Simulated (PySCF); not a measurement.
One of the candidates below gave these computed data.

All candidates are C6H7NO2P (charge -1).

| technique | computed result |
| --- | --- |
| 1H NMR | chemical shifts (computed TMS as zero) by class: 8.44 (2 H), 7.93 (2 H), 0.46 (3 H) ppm [GIAO PBE0/pcSseg-1] |
| Rotational structure | rotational constants A, B, C: 2.503, 0.791, 0.711 GHz [GFN2-xTB] |
| NMR, other nuclei | isotropic shieldings of nuclei other than C and H, by class: -77 (1 N), 189 (2 O), 332 (1 P) ppm [GIAO PBE0/pcSseg-1] |
| 13C NMR | chemical shifts (computed TMS as zero) by class: 168.2 (1 C), 151.9 (2 C), 132.1 (2 C), 25.7 (1 C) ppm [GIAO PBE0/pcSseg-1] |

Electronic properties: PySCF, gas phase, density fitting. Levels stand in brackets. Isolated species at its GFN2-xTB geometry (one conformer only). No diffuse functions stand in pcSseg-1, which bears on an anion's orbital energies. NMR values are class means; diastereotopic atoms form classes of their own.

Question: Which candidate is it?
A. `C[P@@](=O)([O-])c1cccnc1`
B. `C[P@](=O)([O-])c1ccncc1`
C. `C[P@](=O)([O-])c1ccccn1`

Answer: B. It is `C[P@](=O)([O-])c1ccncc1`. Numbering: `[CH3:1][P@:2](=[O:3])([O-:4])[c:5]1[cH:6][cH:7][n:8][cH:9][cH:10]1`. 6 carbons fall into 4 classes; from least to most shielded: substituted aromatic carbon [C5] (168.2 ppm), aromatic CH next to a ring nitrogen [C7/C9] (151.9 ppm, 2 C), aromatic CH carbon [C6/C10] (132.1 ppm, 2 C), chain sp3 carbon bound to phosphorus [C1] (25.7 ppm). Hydrogen classes from least to most shielded: 2 H on 2 like atoms (aromatic CH next to a ring nitrogen), C7/C9 (8.44 ppm), 2 H on 2 aromatic CH carbons, C6/C10 (7.93 ppm), 3 H on an sp3 carbon bound to phosphorus, C1 (0.46 ppm). The other shieldings belong to: -77 ppm, pyridine-type nitrogen [N8]; 189 ppm, oxygen bonded to P [O3/O4]; 332 ppm, phosphoryl phosphorus [P2]. The optimised geometry has point group Cs and is an asymmetric top.

The others, at the same levels:
- `C[P@@](=O)([O-])c1cccnc1` fails: it has 6 carbon classes against 4; its computed 13C shifts are 159.9 (1 C), 153.1 (1 C), 149.7 (1 C), 144.7 (1 C), 125.2 (1 C), 25.0 (1 C) ppm and 1H shifts are 9.07 (1 H), 8.46 (1 H), 8.31 (1 H), 6.91 (1 H), 0.56 (3 H) ppm.
- `C[P@](=O)([O-])c1ccccn1` fails: it has 6 carbon classes against 4; its computed 13C shifts are 187.6 (1 C), 149.9 (1 C), 135.9 (1 C), 132.1 (1 C), 121.1 (1 C), 19.0 (1 C) ppm and 1H shifts are 8.34 (1 H), 8.24 (1 H), 7.33 (1 H), 6.52 (1 H), 1.01 (3 H) ppm.

Each candidate is one conformer, not necessarily the lowest. Dipoles, sizes and rotational constants follow the conformer. The torsions of the flexible species, by atom-mapped SMILES:
- `[CH3:1][P@:2](=[O:3])([O-:4])[c:5]1[cH:6][cH:7][n:8][cH:9][cH:10]1`: C1–P2–C5–C6 -91°
- `[CH3:1][P@@:2](=[O:3])([O-:4])[c:5]1[cH:6][cH:7][cH:8][n:9][cH:10]1`: C1–P2–C5–C6 -109°
- `[CH3:1][P@:2](=[O:3])([O-:4])[c:5]1[cH:6][cH:7][cH:8][cH:9][n:10]1`: C1–P2–C5–C6 179°
